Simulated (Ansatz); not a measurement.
Consider the redistribution: `S=C[SiH2][SnH3]` + `CNBN` → `N[SiH2][SnH3]` + `CNBC=S`.

Program: Ansatz. Geometries: PBE0-D4/def2-TZVP. ΔE: electronic, gas phase. CCSD(T)/CBS adds triple-zeta CCSD(T) − MP2 to the extrapolated MP2 energy (def2 sets, frozen cores). DFT in def2-TZVPP. def2 core potentials past Kr. For Sn outer-core shells are correlated without core-valence functions, which leaves a few kJ/mol of doubt a bond. One conformer a species, not always the lowest.

(1) Is it downhill or uphill in electronic energy at CCSD(T)/CBS, and by how much? (Best estimate.)

(2) What do these levels give: PBE-D4, B2PLYP, r2SCAN, PBE0, HF/def2-TZVPP, CCSD(T)/def2-TZVPP? (An estimate is asked.)

Largest T1 diagnostic among the species: 0.016.

Results:

(1) The calculation gave: Uphill: ΔE = +33.8 kJ/mol.

(2) Ansatz gave: PBE-D4 40.5, B2PLYP 36.6, r2SCAN 38.7, PBE0 39.7, HF/def2-TZVPP 33.3, CCSD(T)/def2-TZVPP 34.1 kJ/mol.
